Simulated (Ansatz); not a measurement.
Born–Oppenheimer molecular dynamics of CH8AlNO (12 atoms, charge 0, multiplicity 1). It starts at the highest image of a converged band, a first-order saddle point between two minima.

Computed with RKS BLYP/def2-SVP in Ansatz 0.2.0.

- ensemble: NVE (velocity Verlet)
- time step: 0.5 fs
- steps asked: 200
- starting velocities drawn for: 300 K
- seed: 9809

First frame:

```xyz
12
Properties=species:S:1:pos:R:3
Al -1.401 -0.240 0.179
N -0.302 -1.484 1.105
H -1.711 -0.622 -1.345
H -2.418 0.590 1.087
H 0.651 -0.155 0.617
O 0.346 0.731 0.145
C 1.175 1.210 -0.932
H -0.092 -2.396 0.679
H -0.431 -1.646 2.112
H 1.499 2.248 -0.718
H 0.610 1.195 -1.886
H 2.074 0.570 -1.042
```

Q: How far do the bonds stretch over the last three quarters of this one trajectory? (Pairs bonded in most of those frames.)

A: 
| bond | mean (Å) | spread (Å) | shortest | longest |
| --- | --- | --- | --- | --- |
| Al1–N2 | 1.855 | 0.015 | 1.83 | 1.88 |
| Al1–H3 | 1.613 | 0.038 | 1.55 | 1.67 |
| Al1–H4 | 1.600 | 0.003 | 1.59 | 1.60 |
| Al1–O6 | 2.026 | 0.034 | 2.00 | 2.11 |
| N2–H8 | 1.028 | 0.007 | 1.01 | 1.04 |
| N2–H9 | 1.027 | 0.006 | 1.02 | 1.04 |
| H5–O6 | 1.000 | 0.012 | 0.98 | 1.03 |
| O6–C7 | 1.452 | 0.011 | 1.43 | 1.47 |
| C7–H10 | 1.111 | 0.032 | 1.06 | 1.16 |
| C7–H11 | 1.114 | 0.048 | 1.04 | 1.19 |
| C7–H12 | 1.108 | 0.005 | 1.10 | 1.12 |

Mean temperature of the second half: 138 K. The conserved energy stayed within 0.22 meV per atom of its start (net change 0.11 meV per atom), so the integration is sound. A run of 0.1 ps of so small a system gives no equilibrium averages. The orbitals stay closed-shell, which can raise the energy where a bond breaks towards radicals; this wasn't checked here.

Time of the run: 4.4 min on 2 threads of Intel(R) Xeon(R) Platinum 8488C (Sapphire Rapids), with other jobs on the host, peak memory 0.15 GiB.
